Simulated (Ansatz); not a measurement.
```yaml
crystal:
  periodic: [false, false, false]
  atoms:
    - {symbol: Si, position_ang: [-1.457734, 1.451595, -2.580901]}
    - {symbol: Si, position_ang: [1.940779, -0.130172, 1.476340]}
    - {symbol: Si, position_ang: [-0.813248, 1.946518, -0.302257]}
    - {symbol: Si, position_ang: [2.873409, 1.765574, 0.971100]}
    - {symbol: Si, position_ang: [0.126109, -0.204020, 0.014868]}
    - {symbol: Si, position_ang: [1.456744, 2.413557, -0.786330]}
    - {symbol: Si, position_ang: [0.751684, 0.588967, -2.127566]}
    - {symbol: H, position_ang: [-0.945379, 2.792707, -3.149938]}
    - {symbol: H, position_ang: [1.807152, 3.717596, -1.448380]}
    - {symbol: H, position_ang: [2.310521, -1.097097, 2.560185]}
    - {symbol: H, position_ang: [-0.757682, -1.414518, 0.155987]}
    - {symbol: H, position_ang: [4.154379, 2.304172, 1.542425]}
    - {symbol: H, position_ang: [1.696405, -0.178811, -3.024498]}
    - {symbol: H, position_ang: [-1.579638, 2.654132, 0.792366]}
basis:
  gaussian: {orbitals: def2-TZVPD}
total_charge: -1
magnetization: {spin_polarized: true, initial_magnetization: 2}
hamiltonian: {xc: pbe0, dispersion: d4}
scf: {omitted_lower_state_checks: [starts]}
output: {orbitals: {seedname: orbitals}}
```

```sh
$ ansatz run in.yaml --threads 4 --pin off --events-out ev --progress --plain --max-ram 4787MiB
```

**Question.** Does this run fit into the memory that it is given?

**Answer.** No. It has 364 basis functions, and Ansatz plans for 4.96 GiB where 4.67 GiB are given.
